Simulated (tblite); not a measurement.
C₄H₆NOS (charge +1).
Geometry (GFN2-xTB, Å), atoms numbered from 1 in this order:
```xyz
13
C4H6NOS angstrom
O     -1.9073   -0.8184    0.8033
C     -1.4762   -0.1817   -0.3255
N     -0.0323    0.1490   -0.2165
C      0.8471   -0.7164    0.3601
C      2.1201   -0.2576    0.3401
S      2.2089    1.2773   -0.4242
C      0.5416    1.2484   -0.6743
H     -2.1889   -0.2107    1.4992
H     -1.5806   -0.8880   -1.1598
H     -2.0118    0.7447   -0.5622
H      0.4845   -1.6420    0.7720
H      2.9944   -0.7418    0.7288
H     -0.0039    2.0378   -1.1588
```

Calculated harmonic vibrations of the isolated species, GFN2-xTB (tblite), most abundant isotopes, no scaling. The method is semi-empirical: single wavenumbers can be off by several per cent or more. One conformer, not necessarily the lowest.

Harmonic wavenumbers (cm⁻¹): 49.2, 161.6, 251.8, 377.9, 402.3, 438.3, 559.1, 621.4, 683.3, 760.5, 799.5, 825.6, 844.4, 912.7, 941.2, 977.5, 1075.8, 1090.8, 1131.9, 1151.3, 1176.8, 1285.7, 1300.7, 1361.6, 1422.9, 1440.6, 1514.3, 2930.6, 2939.7, 3136.2, 3141.3, 3171.6, 3503.8.

A = 6449, B = 1460, C = 1235 MHz; mass 116.017 u (most abundant isotopes); point group C1, symmetry number 1.

Problem. What is the zero-point energy?

Solution. ½Σν̃ = 21191 cm⁻¹ = 253.50 kJ/mol.

Problem. Give the ideal-gas entropy at 350 K and 1 bar in the rigid-rotor, harmonic-oscillator model (classical rotation).

Solution. Translation 171.48, rotation 117.96, vibration 75.74: S = 365.2 J/(mol K).

Problem. And Cp and H(350 K) − H(0)?

Solution. Cp = 128.80 J/(mol K), of which vibrations give 95.54 (their classical limit is 33 R = 274.4); H(350 K) − H(0) = 26.45 kJ/mol without the zero-point energy, 14.81 from vibrations.

Problem. What must be added to the electronic energy to get the Gibbs energy at 350 K and 1 bar?

Solution. ZPE + [H(350 K) − H(0)] − T·S = 253.50 + 26.45 − 127.81 = 152.14 kJ/mol.

Problem. How do the functions run with temperature in this model?

Solution. 
```csv
T (K),S (J/(mol K)),Cp (J/(mol K)),H − H(0) (kJ/mol),G − H(0) (kJ/mol),ln q(vib)
150,287.3,65.2,7.17,-35.93,1.38
250,327.6,96.1,15.19,-66.71,2.63
298.15,345.9,112.1,20.20,-82.93,3.28
400,383.4,143.7,33.27,-120.08,4.76
600,451.0,189.2,66.91,-203.66,7.86
900,536.0,228.9,130.22,-352.16,12.47
```

q(vib) and H(0) count from the zero-point level.

Problem. Blend soft modes into free rotors: weight 1/[1 + (100 cm⁻¹/ν̃)⁴] for the oscillator and the rest for a rotor with moment μB/(μ + B), μ = h/(8π²ν), B = 10⁻⁴⁴ kg m². What vibrational entropy results?

Solution. 69.90 J/(mol K) in place of 75.74, which changes −T·S at 350 K by +2.05 kJ/mol.

Problem. Which modes carry the vibrational entropy at 350 K?

Solution. 49.2 cm⁻¹: 21.62; 161.6 cm⁻¹: 11.87; 251.8 cm⁻¹: 8.39; 377.9 cm⁻¹: 5.44; 402.3 cm⁻¹: 5.02; 438.3 cm⁻¹: 4.46 J/(mol K); the other 27 give 18.95 together.

Hindered rotation and anharmonicity are outside this model. Other conformers, if any are populated, would add a mixing term that is left out. The structure is chiral; the term R ln 2 for an equal mix with its mirror image is left out.
